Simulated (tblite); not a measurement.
Here is a computed GFN2-xTB geometry (Å):
```
C 
C   1  1.3305
C   2  1.4379  1  122.48
N   3  1.3045  2  124.99  1     0.01
N   4  1.3007  3  114.31  2  -180.00
C   5  1.2999  4  114.55  3     0.00
C   6  1.4543  5  123.80  4  -179.99
O   7  1.2026  6  125.03  5   179.96
S   3  1.7504  2  122.20  1  -179.98
H   1  1.0758  2  121.53  3   180.00
H   1  1.0762  2  120.59  3    -0.00
H   2  1.0805  1  121.70  3  -179.99
H   7  1.1048  6  112.07  5    -0.03
```
Z-matrix in Å and degrees, rows numbered from 1.

Neutral, closed shell.

Q: Which heavy atoms are bonded, and with what formal order?

A: C1–C2 (double); C2–C3 (single); C3–N4 (aromatic); N4–N5 (aromatic); N5–C6 (aromatic); C6–C7 (single); C7–O8 (double); C6–S9 (aromatic); C3–S9 (aromatic). Hydrogens: H10, H11 on C1; H12 on C2; H13 on C7. The orders are those of one drawing; other resonance forms can be drawn.

Q: Give the structure as a SMILES string.

A: `C=Cc1nnc(C=O)s1`, C5H4N2OS. Among its features: aldehyde, C=C double bond, pyridine-type ring nitrogen and aromatic ring with sulfur.

Q: Name the point group.

A: Cs (every atom within 0.08 Å of its image).

Q: Which rings does it hold (smallest set)?

A: C3–N4–N5–C6–S9 (5 members, 0.00 Å rms from planarity).

Q: Classify the heavy atoms.

A: C1: terminal =CH2 carbon; C2: alkene CH carbon; C3: substituted aromatic carbon; N4: pyridine-type nitrogen; N5: pyridine-type nitrogen; C6: substituted aromatic carbon; C7: aldehyde carbon; O8: aldehyde oxygen; S9: thiophene-type sulfur.

Q: What is the arrangement about C2?

A: It has 3 neighbours (C1, C3, H12) and is planar (angles 122.5°, 121.7° and 115.8°, sum 360.0°, 0.00 Å off the plane of its three neighbours).

Q: What is the arrangement about C3?

A: It has 3 neighbours (C2, N4, S9) and is planar (angles 125.0°, 122.2° and 112.8°, sum 360.0°, 0.00 Å off the plane of its three neighbours).
